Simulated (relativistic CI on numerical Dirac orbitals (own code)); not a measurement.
## Au4+: O2,3 absorption edge

Computed with this model: Dirac-Coulomb-Breit CI, separate exchange-only KLI orbitals for each configuration, model QED (radiative potential, 1s self-energy scaled to tabulated hydrogen-like ionisation energies), valence Slater integrals scaled by 0.8, multiplet model of core-to-valence dipole absorption; configurations [Xe] 4f14 5d7 → [Kr] 4d10 4f14 5s2 5p5 5d8; 300 K; Lorentzian 0.6 eV and Gaussian 0.3 eV FWHM. Energies are those of the free ion, without screening or charge transfer. The branching ratio is the share of the lower-energy edge in the whole absorption, uncertain by about 0.02 where the edges overlap. S is read from ⟨S²⟩ = S(S + 1).

Field parameters in Wybourne normalisation: Oh B⁴₀ = 21Dq, B⁴₄ = √(5/14) B⁴₀. The field is a parameter set, without covalency.

free ion: ground-state S = 1.35, centroid 59.32 eV. Peaks (eV, height): 54.2 (19), 56.7 (60), 58.0 (74), 59.3 (100), 62.6 (53), 65.2 (12).

Oh, 10Dq = 8500 cm⁻¹: ground-state S = 1.41, centroid 59.71 eV. Peaks (eV, height): 54.9 (33), 57.0 (80), 58.5 (84), 59.4 (100), 60.9 (21), 62.6 (37), 65.3 (7), 66.3 (6), 76.3 (7).

Oh, 10Dq = 19200 cm⁻¹: ground-state S = 0.93, centroid 61.86 eV. Peaks (eV, height): 54.5 (7), 56.3 (36), 59.0 (100), 60.5 (57), 61.2 (50), 61.9 (46), 63.5 (27), 64.7 (12), 66.4 (16), 77.0 (17), 77.8 (9), 78.8 (11).

Oh, 10Dq = 29850 cm⁻¹: ground-state S = 0.69, centroid 64.00 eV. Peaks (eV, height): 57.0 (47), 57.9 (44), 59.2 (86), 59.9 (99), 60.4 (97), 61.7 (100), 64.3 (37), 65.8 (12), 67.1 (13), 68.8 (8), 74.9 (11), 75.8 (13), 77.8 (65), 79.6 (9), 80.4 (12).

Oh, 10Dq = 40550 cm⁻¹: ground-state S = 0.59, centroid 65.57 eV. Peaks (eV, height): 57.8 (31), 59.0 (29), 60.4 (100), 62.8 (77), 64.4 (17), 66.3 (15), 69.4 (8), 75.6 (11), 76.5 (13), 78.6 (61).

Strongest unbroadened transitions for Oh, 10Dq = 40550 cm⁻¹:

| Energy (eV) | Relative strength |
| --- | --- |
| 57.80 | 34.3 |
| 59.01 | 25.5 |
| 60.18 | 24.2 |
| 60.39 | 100.0 |
| 61.23 | 29.9 |
| 61.82 | 15.1 |
| 62.44 | 8.1 |
| 62.49 | 5.3 |
| 62.80 | 66.1 |
| 62.99 | 19.2 |
| 64.42 | 7.0 |
| 66.35 | 16.6 |
| 69.40 | 6.8 |
| 75.54 | 11.7 |
| 76.49 | 12.8 |
| 78.62 | 69.2 |
| 78.78 | 10.1 |
| 82.34 | 5.4 |
